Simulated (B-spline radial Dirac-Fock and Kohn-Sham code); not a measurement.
**Electron momentum distribution of I²³⁺: Compton profiles**

System: the I²³⁺ ion, configuration [Ar] 3d10 4s2.

Level of theory: the impulse approximation on Dirac-Fock densities; an atomic code on a B-spline grid. pz is in atomic units of momentum; subshell profiles are per electron, for a selection of subshells; open shells are spread over both j values by their weights.

```csv
pz,J total,J 1s1/2,J 2p3/2,J 3d3/2,J 4s1/2
0,1.962,0.0153,0.0284,0.0502,0.227
0.21,1.955,0.0153,0.0284,0.0502,0.224
0.3,1.949,0.0153,0.0284,0.0502,0.222
0.42,1.936,0.0153,0.0284,0.0502,0.216
0.61,1.909,0.0153,0.0284,0.0502,0.205
0.87,1.860,0.0152,0.0284,0.0502,0.184
1.3,1.759,0.0152,0.0284,0.0502,0.142
1.8,1.634,0.0152,0.0284,0.0502,0.0938
2.6,1.468,0.0152,0.0284,0.0500,0.0435
3.7,1.311,0.0150,0.0283,0.0492,0.0270
5.3,1.077,0.0148,0.0278,0.0452,0.0227
7.6,0.7220,0.0144,0.0262,0.0339,0.00609
11,0.3958,0.0135,0.0220,0.0165,0.00248
16,0.1849,0.0119,0.0142,0.00442,0.00119
23,0.07702,0.00932,0.00611,0.000691,0.000141
32,0.03161,0.00632,0.00183,8.23e-05,7.22e-05
46,0.01084,0.00316,0.000306,5.49e-06,4.59e-05
67,0.003040,0.00109,3.24e-05,< 1e-6,1.35e-05
96,0.0007423,0.000293,3.02e-06,< 1e-6,2.94e-06
```

J(0) = 1.962. The 4s1/2 subshell gives the largest part, 23 %.

Mean momentum ⟨p⟩ by subshell (a.u.): 1s1/2 49.2, 2s1/2 17.5, 2p1/2 23.3, 2p3/2 22.0, 3s1/2 8.68, 3p1/2 10.3, 3p3/2 9.97, 3d3/2 11.9, 3d5/2 11.7, 4s1/2 4.98.

Values without a named source are computed, but for edge energies of neutral atoms, which are taken from tables.
